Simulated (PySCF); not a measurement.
**Correlation energy of He (helium, neutral)**

1s2, closed-shell 1S. All numbers are calculated (PySCF 2.14, the spin-free X2C one-electron Hamiltonian (Gaussian nucleus), in jorge-DZP-DKH (2s1p, 5 functions)). Frozen: nothing; 2 electrons correlated.

Total MP2 correlation energy: -25.87 mhartree.

Same-spin part 0.00 and opposite-spin part -25.87 mhartree; SCS-MP2 scales them by 1/3 and 6/5 to -31.04 mhartree.

With two correlated electrons CCSD is exact within the correlated space (frozen core and kept virtual orbitals).

```csv
level,correlation energy (mhartree)
CCSD,-32.37
```

Diagnostics: T1 = 0.00028, D1 = 0.0004, largest double amplitude 0.065.

Task: Is a single reference adequate?

Result: Yes: T1 lies below 0.03 and no double amplitude reaches 0.07.
